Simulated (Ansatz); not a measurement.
FHZn (SMILES [F][ZnH]) moved off its minimum; all values from Ansatz (an electronic-structure program), cores frozen in correlated methods.
(charge 0, multiplicity 1)
```xyz
3

Zn     0.01725     0.04376    -0.39346
H     -0.03102     0.02642    -1.84057
F      0.01478     0.01605     1.41126
```

Give the forces (eV/Å), the total energy and the dipole at CCSD(T)/def2-TZVPPD.


| atom | Fx | Fy | Fz |
|---|---|---|---|
| Zn1 | -0.047 | -0.064 | 1.943 |
| H2 | 0.013 | 0.022 | -0.845 |
| F3 | 0.034 | 0.043 | -1.098 |
Energy -1878.6370 hartree, dipole 2.43 D.
